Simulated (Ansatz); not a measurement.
The same path of C2H5BrOSi (10 atoms, charge 0, multiplicity 1) was run twice with different band settings. Lost on the way: C3–H9. Made: C4–H9.

Level of theory: RHF/def2-SVP (Ansatz 0.2.0).

Relaxed end points:

```xyz
10
Properties=species:S:1:pos:R:3
Si -1.102 -0.973 1.140
O -0.345 -0.295 -0.178
C 0.669 0.564 -0.266
C 1.175 1.014 -1.399
Br 0.544 0.513 -3.097
H -0.125 -1.749 1.934
H -1.672 0.095 1.992
H -2.162 -1.845 0.613
H 1.103 0.914 0.667
H 1.998 1.711 -1.403
```

```xyz
10
Properties=species:S:1:pos:R:3
Si -1.260 -0.990 1.197
O -0.343 -0.309 -0.076
C 0.610 0.512 0.176
C 1.305 1.013 -1.039
Br 0.693 0.410 -2.800
H -0.352 -1.719 2.095
H -1.965 0.095 1.898
H -2.207 -1.903 0.538
H 2.355 0.740 -0.953
H 1.247 2.099 -1.033
```

Common settings: movable images 9; climbing image yes; optimiser quadratic models (default); start path through a guess of the saddle point; force threshold 0.05 eV/Å; iteration limit 60; end points relaxed.

| run | spring |
| --- | --- |
| 1 | 5.0 eV/Å² |
| 2 | 0.5 eV/Å² |

Q: What does each run give, and how far can it be trusted?

A: Run 1: converged after 17 iterations, highest image 2.970 eV above the first end. Neighbouring images differ by up to 1.3 eV, so the band resolves the path poorly. A vibrational analysis at the climbing image gives one clearly imaginary mode, 1472i cm⁻¹: a first-order saddle point.
Run 2: converged after 17 iterations, highest image 2.970 eV above the first end. Neighbouring images differ by up to 1.3 eV, so the band resolves the path poorly. Another band between the same ends (9 images) ends at a top of the same energy, where a vibrational analysis finds 1 clearly imaginary mode.
The orbitals stay closed-shell, which can raise the energy where a bond breaks towards radicals; this wasn't checked here.
